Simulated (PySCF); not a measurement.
# Radiative rates from a computed spectrum

Species: C6H8F4.
SMILES: `FC(F)(F)C/C(CF)=C/C`

The calculation used TDDFT B3LYP/def2-SVPD, vertical, gas phase, core orbitals frozen in the response in PySCF. Geometry: PBE0-D3(BJ)/def2-SVP, one conformer, isolated molecule. Torsions of this conformer, `[CH3:1]/[CH:2]=[C:3](\[CH2:4][F:5])[CH2:6][C:7]([F:8])([F:9])[F:10]`: C2–C3–C4–F5 -132°, C2–C3–C6–C7 -92°, C3–C6–C7–F8 -57°.

Computed singlets with f of 0.002 or more:

| state | ν̃ (cm⁻¹) | f |
| --- | --- | --- |
| S1 | 54010 | 0.210 |
| S2 | 55170 | 0.165 |
| S3 | 59130 | 0.011 |
| S5 | 61060 | 0.032 |
| S7 | 64880 | 0.022 |
| S8 | 67280 | 0.034 |
| S9 | 68490 | 0.0047 |
| S10 | 68970 | 0.065 |

**Question.** Give A, τ, |μ| and ∫σ dE for each state.

**Answer.** For one non-degenerate pair of states in vacuum, A = 0.6670 f ν̃² s⁻¹ with ν̃ in cm⁻¹, τ = 1/A, |μ|² = 3f / (2ΔE) in atomic units, and the integrated cross-section is ∫σ dE = 109.76 f Mb·eV.

```json
{"state": "S1", "A (s⁻¹)": "4.1×10⁸", "τ": "2.4 ns", "|μ| (D)": "2.88", "∫σ dE (Mb·eV)": "23"}
{"state": "S2", "A (s⁻¹)": "3.3×10⁸", "τ": "3 ns", "|μ| (D)": "2.52", "∫σ dE (Mb·eV)": "18"}
{"state": "S3", "A (s⁻¹)": "2.5×10⁷", "τ": "39 ns", "|μ| (D)": "0.63", "∫σ dE (Mb·eV)": "1.2"}
{"state": "S5", "A (s⁻¹)": "7.9×10⁷", "τ": "13 ns", "|μ| (D)": "1.05", "∫σ dE (Mb·eV)": "3.5"}
{"state": "S7", "A (s⁻¹)": "6.2×10⁷", "τ": "16 ns", "|μ| (D)": "0.85", "∫σ dE (Mb·eV)": "2.4"}
{"state": "S8", "A (s⁻¹)": "1.0×10⁸", "τ": "9.7 ns", "|μ| (D)": "1.04", "∫σ dE (Mb·eV)": "3.8"}
{"state": "S9", "A (s⁻¹)": "1.5×10⁷", "τ": "68 ns", "|μ| (D)": "0.38", "∫σ dE (Mb·eV)": "0.52"}
{"state": "S10", "A (s⁻¹)": "2.0×10⁸", "τ": "4.9 ns", "|μ| (D)": "1.41", "∫σ dE (Mb·eV)": "7.1"}
```

Leading configurations: S1 H→L (60%); S2 H→L+1 (66%); S3 H→L+2 (96%); S5 H→L+3 (92%); S7 H-2→L (84%); S8 H→L+5 (87%); S9 H→L+7 (76%); S10 H→L+6 (70%) (H = HOMO, L = LUMO).

These lifetimes count emission to the ground state at the vertical energy alone; relaxation of the geometry and all other decay channels are left out.

**Question.** Which computed singlets stay under f = 0.002?

**Answer.** S4 (7.48 eV, f 0.0016) and S6 (8.02 eV, f 0.0005).

**Question.** Suppose S1 emitted 0.3 eV lower with the same transition dipole. How would A change?

**Answer.** At fixed |μ|, A goes as the cube of the energy: (6.40/6.70)³ = 0.87, which makes τ about 2.8 ns.

**Question.** What is the integrated cross-section of all computed states together?

**Answer.** Σf = 0.546 over S1 to S10, so 109.76 × Σf ≈ 59.9 Mb·eV.

The vertical ionisation energy (ΔSCF) is 9.65 eV, 1.10 eV above S10.
